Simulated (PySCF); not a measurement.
What does the PBE0-D3(BJ)/def2-SVP structure of `[SiH3]O[SiH2][SiH2][SiH3]` look like in three dimensions?

```xyz
15
H10OSi4 angstrom
Si    -3.1524   -0.4962   -0.1186
O     -2.0798    0.7130   -0.4850
Si    -0.4822    1.1313   -0.6614
Si     0.9553   -0.5660    0.0967
Si     3.1900    0.0599   -0.2523
H     -3.3544   -0.5730    1.3587
H     -2.6359   -1.8127   -0.6041
H     -4.4506   -0.1939   -0.7835
H     -0.2219    2.3808    0.1148
H     -0.1956    1.4076   -2.1026
H      0.6768   -1.8398   -0.6417
H      0.7222   -0.8141    1.5562
H      4.1250   -0.9546    0.3231
H      3.4506    0.1841   -1.7196
H      3.4541    1.3830    0.3931
```

Orientation and origin are arbitrary. Atoms count from 1 in this order. Si1 (oxygen-bound silicon) is tetrahedral (angles from 108.5° to 110.3°). Si5 (SiH3 silicon) is tetrahedral (angles from 108.6° to 110.9°). Si4 (SiH2 silicon) is tetrahedral (angles from 108.1° to 110.0°). Si3 (oxygen-bound silicon) is tetrahedral (angles from 108.2° to 111.9°).

Bonds between heavy atoms (Å): Si1–O2 1.657, O2–Si3 1.661, Si3–Si4 2.350, Si4–Si5 2.347.

Level of theory: PBE0-D3(BJ)/def2-SVP geometry optimisation, gas phase (PySCF 2.14.0).

Not checked by PBE0-D3(BJ)/def2-SVP frequencies. The numbers are those of one conformer (Si1–O2–Si3–Si4 -9°, O2–Si3–Si4–Si5 178°).
